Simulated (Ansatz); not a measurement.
ZrH₂, SMILES [ZrH2] (connectivity only; charge and spin as stated), neutral, multiplicity 3.

Geometry: PBE-D3(BJ)/def2-TZVPD. The spin state was assumed, not searched. The def2 effective core potentials stand for the cores of Zr; spin–orbit coupling is left out.

Two levels are set side by side: PBE/def2-TZVPD (Ansatz, an electronic-structure program) and ωB97X-V/def2-TZVPD (Ansatz). Energy differences of separate SCF runs at the same geometry; the states with an electron removed or added have multiplicity 2 and 4. Differences are taken from unrounded values.

| quantity | ωB97X-V | PBE | PBE minus ωB97X-V |
|---|---|---|---|
| vertical ionisation energy (eV) | 6.84 | 7.07 | 0.23 |
